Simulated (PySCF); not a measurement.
# CoHF + Cl₂ → CoCl₂ + HF

Level: PBE0 in the def2-TZVP basis family, all electrons, no relativity, computed in PySCF with density fitting; open shells unrestricted.

```csv
species,state and structure,E (Eh),ZPE (kJ/mol),H(298 K) − H(0) (kJ/mol),S° (J/(mol K))
CoHF,"quartet, Cs, Co–F 1.770 Å, Co–H 1.568 Å; F–Co–H 161.5°",-1482.93326,16.4,11.7,259.7
Cl₂,"singlet, D∞h, Cl–Cl 1.982 Å",-920.08940,3.5,9.1,222.5
CoCl₂,"quartet, D∞h, Co–Cl 2.090 Å (×2)",-2302.77658,6.1,14.3,292.7
HF,"singlet, C∞v, H–F 0.920 Å",-100.39188,24.9,8.7,173.6
```

Problem. What is the electronic reaction energy?

Solution. At PBE0/def2-TZVP, ΔE = -382.8 kJ/mol from the differences of the total energies times 2625.5, downhill. Chlorination of this kind underlies dry etching.

Problem. Add zero-point, thermal and entropy terms for 298.15 K and 1 bar.

Solution. ΔZPE = 11.1 and Δ[H(298) − H(0)] = 2.2 kJ/mol give ΔH° = -369.5 kJ/mol. ΔS° = -15.9 J/(mol K), so ΔG° = -369.5 − 298.15 × (-0.0159) = -365 kJ/mol.

Open d or f shells are single determinants, so the state found may not be the ground state. Each species is the lowest minimum found with this bonding; other isomers or fragments can lie lower.
